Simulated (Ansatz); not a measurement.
Program: Ansatz 0.2.0.

A structure relaxed at PBE0-D4/def2-TZVP, charge 0, multiplicity 1:

```xyz
9

B     1.0051    0.7733    0.1517
C    -0.4324    1.1782   -0.1536
C    -0.9750   -0.0355   -0.4410
Ge    0.3757   -1.1736    0.4431
H     2.0244    1.3482   -0.0802
H    -0.8946    2.1361   -0.3842
H    -1.8618   -0.1967   -1.0546
H    -0.1172   -1.6089    1.8328
H     0.8757   -2.4210   -0.3140
```

Problem. Give its formula and SMILES.

Solution. C2H5BGe, `[BH]1C=[CH][GeH2]1`.

Problem. Summarise the bond lengths by kind.

Solution. 1 × B–C 1.524 Å; 1 × B–Ge 2.067 Å; 1 × B–H 1.193 Å; 1 × C–C 1.360 Å; 2 × C–H 1.088 to 1.090 Å; 1 × C–Ge 1.975 Å; 2 × Ge–H 1.537 to 1.542 Å.
